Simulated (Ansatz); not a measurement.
The cluster Sc₂B₂, relaxed as a singlet with RKS r2SCAN-D4/def2-SVP in Ansatz, starting from the GFN1-xTB geometry. Force threshold 0.02 eV/Å.

The restricted singlet is unstable towards broken spin symmetry at other levels; at r2SCAN-D4/def2-SVP this wasn't settled. The structure comes from a short search, and lower isomers may exist.

Start:

```xyz
4

Sc   -0.6089   -0.2452    0.6117
Sc    1.0811    0.9191    2.4709
B    -0.5803    0.2971   -1.6280
B     0.1081   -0.9709   -1.4546
```

(1) Estimate the energy that the relaxation releases and the steps that it takes.

(2) Does the start keep its bonding and symmetry?

(3) Predict the relaxed structure.

## Answers

(1) 98.3 kcal/mol, in 14 steps; 73 s on 2 threads of Arm Neoverse V2 on a shared host. No frequencies were taken in this run, so the end may be a saddle point.

(2) Bonds formed: Sc2–B3, Sc2–B4 (atoms count from 1). Point group Cs at the start, C2v at the end, both within 0.05 Å.

(3) 
```tsv
atom	x (Å)	y (Å)	z (Å)
Sc1	-1.4272	-0.4595	0.5066
Sc2	1.0020	0.7194	0.9918
B3	-0.0806	0.5579	-0.9517
B4	0.5058	-0.8178	-0.5467
```
Bond lengths (bridged metal pairs left out): 4 × B–Sc 2.23 Å; 1 × Sc–Sc 2.74 Å; 1 × B–B 1.55 Å.
